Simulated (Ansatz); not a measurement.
Program: Ansatz. Geometries: PBE0-D4/def2-TZVP. ΔE: electronic, gas phase. CCSD(T)/CBS is the MP2 limit (def2-TZVPP, def2-QZVPP) plus CCSD(T) − MP2 in def2-TZVPP, frozen cores. Functionals use def2-TZVPP. For Ge outer-core shells are correlated without core-valence functions, which leaves a few kJ/mol of doubt a bond. Scalar relativity is left out up to krypton. One conformer a species, not always the lowest.

`NC#[C][GeH3]` → `C1=[N][GeH2][CH2]1`  (isomerisation)

```tsv
level	ΔE (eV)
BLYP-D4	-0.58
B2PLYP	-0.58
CCSD/def2-TZVPP	-0.67
MP2/CBS(def2)	-0.68
```

Question: What does CCSD(T)/CBS give? (Best estimate.)

Answer: The calculation gave: -0.72 eV. The listed levels differ from it by 0.14, 0.14, 0.05, 0.04 eV.

Largest T1 diagnostic among the species: 0.013.

In def2-TZVPP, CCSD(T) changes the Hartree–Fock value by −0.28 eV (the triples alone add −0.04 eV) and MP2 by −0.24 eV. From BLYP to BHLYP (50 % exact exchange), in def2-TZVPP and without D4, ΔE moves by −0.04 eV.
